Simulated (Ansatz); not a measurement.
BrHSi, SMILES `[SiH]Br` at its PBE0-D4/def2-TZVP geometry, where that method's forces vanish. The species carries charge 0 and has multiplicity 1.

```xyz
3

Si   -0.7834    0.3507    0.1722
Br    0.3448   -1.5750   -0.0685
H     0.4385    1.2243   -0.1037
```

What forces (eV/Å) does r2SCAN-D4/def2-TZVPP give on these atoms in Ansatz? (Best estimate.)

Ansatz gave: 
```
Si1 -0.028  0.048  0.006
Br2  0.028 -0.057 -0.006
H3   0.000  0.008  0.000
```
